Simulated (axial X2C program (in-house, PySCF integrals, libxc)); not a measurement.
**Low determinants of RuB⁺ at the PBE0 level, two-component**

All values were computed with an in-house all-electron X2C program for linear molecules (integrals from PySCF). Two-component (2c) means X2C with spin–orbit coupling and atomic mean-field two-electron Coulomb and Gaunt terms. Basis: Ru dyall-cv3z [12s12p8d5f3g], B dyall-v3z [7s6p2d1f] (cores contracted in-house); Gaussian nuclei, density fitting, unrestricted open shells. Masses: Ru 101.904 u, B 11.009 u.

Search at 1.752 Å (vertical energies from the lowest determinant):

```
ΔE (eV)  state  electrons beyond evenly filled partner blocks  electrons in ±ω = 1/2, 3/2, 5/2, 7/2
   0.00  Ω = 1                              ω = -3/2, ω = 5/2                             32 13 3 0
   0.57  Ω = 3                               ω = 1/2, ω = 5/2                             31 14 3 0
   0.80  Ω = 1                              ω = -1/2, ω = 3/2                             31 13 4 0
   0.83  Ω = 2                              ω = -1/2, ω = 5/2                             31 14 3 0
   0.93  Ω = 0                                           none                             32 14 2 0
   1.06  Ω = 2                               ω = 1/2, ω = 3/2                             31 13 4 0
   1.15  Ω = 4                               ω = 3/2, ω = 5/2                             32 13 3 0
```

Lowest determinant, Ω = 1 (⟨Sz⟩ = 1.00, ⟨Lz⟩ = 0.00 at PBE0): Re = 1.746 Å, ωe = 828.8 cm⁻¹.

The determinant in row 2 of the search, Ω = 3 (⟨Sz⟩ = 1.00, ⟨Lz⟩ = 2.00 at PBE0), was followed along the bond at PBE0; measured from the minimum of the lowest determinant it gives:

Te = 0.571 eV (4602 cm⁻¹), Re = 1.756 Å, ωe = 859.8 cm⁻¹.

(1) Compare the bond of the determinant in row 2 with that of the lowest one.

The search compares states at one distance, so a state with another bond length can lie lower; it is not exhaustive and yields mostly the lowest determinant of each block pattern, so other components and higher states of one pattern are missing. These are energies of single determinants, not of spin-adapted states; PBE0 term energies can be off by some tenths of an eV, and the functional has no current term. Open-shell Ω = 0 determinants with evenly filled partner blocks cannot be reached by this program, so the Ω shown need not be the lowest component.

Answers

(1) At PBE0 its Re is 0.010 Å longer and its force constant, which goes as ωe², is 1.08 times that of the lowest determinant. T0 ≈ Te + Δωe/2 = 4602 + (16) = 4618 cm⁻¹.
